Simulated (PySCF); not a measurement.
Predicted microwave data (PBE0-D3(BJ)/def2-TZVP geometry optimisation, gas phase (PySCF)) for one isomer of C3H2F3N:

```
Rotational constants : A = 5625, B = 1394, C = 1387 MHz
Dipole components    : |μa| = 4.60 D, |μb| = 0.01 D, |μc| = 0.89 D
Inertial defect      : -88.02 u·Å²
κ                    : -1.00
```

Question: Which structure is it? (One computed conformer of each.)
A. `N#CCC(F)(F)F`
B. `NC#CC(F)(F)F`

Answer: B. It is NC#CC(F)(F)F. The candidates at the same level (rigid rotor, commonest isotopes):

```json
{"SMILES": "N#CCC(F)(F)F", "A (MHz)": "5257", "B (MHz)": "1790", "C (MHz)": "1760", "μa (D)": "1.77", "μb (D)": "2.79", "μc (D)": "0.00", "Δ (u·Å²)": "-91.48", "point group": "Cs", "rotor": "near-prolate asymmetric top"}
{"SMILES": "NC#CC(F)(F)F", "A (MHz)": "5625", "B (MHz)": "1394", "C (MHz)": "1387", "μa (D)": "4.60", "μb (D)": "0.01", "μc (D)": "0.89", "Δ (u·Å²)": "-88.02", "point group": "near Cs", "rotor": "–"}
```

`N#CCC(F)(F)F` has B 28 % too high. No structure here is proved a minimum.
